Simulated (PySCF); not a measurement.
Cl2Ta, neutral, multiplicity 4. Atoms are numbered in the order given.

```xyz
3

Ta     0.0000     0.0000     0.0000
Cl     0.0000     0.0000    -2.3107
Cl     0.0000     0.0000     2.3107
```
Charge 0, spin multiplicity 4.

Geometry: B3LYP-D3(BJ)/def2-TZVP. The spin state was assumed, not searched. The def2 effective core potentials stand for the cores of Ta; spin–orbit coupling is left out.

All values below come from PySCF with B3LYP/def2-TZVPD.

Mulliken values depend strongly on the basis, most of all with diffuse functions as here. ESP charges are fitted to the potential on shells at 1.4 to 2.0 van der Waals radii. Atomic charges (e):

```tsv
atom	Mulliken	ESP fit	Mulliken spin
Ta1	0.68	0.35	3.14
Cl2	-0.34	-0.18	-0.07
Cl3	-0.34	-0.18	-0.07
```
